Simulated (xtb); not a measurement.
xtb was given this input:
```
$ xtb mol.xyz --gfn 2 --chrg 1 --opt vtight --json

# file mol.xyz
4

O      0.06720967     0.23478686    -0.09944048
H     -0.82414211     0.43064566    -0.11287348
Cl     0.07704571    -1.45408894    -0.19773637
H      0.66620983     0.74881118     0.47176002
```

Question: What HOMO-LUMO gap does GFN2-xTB (xtb 6.7.1) give?

Answer: 3.42 eV

Question: What total energy at the end of the optimisation does GFN2-xTB give?

Answer: -9.0652 Eh
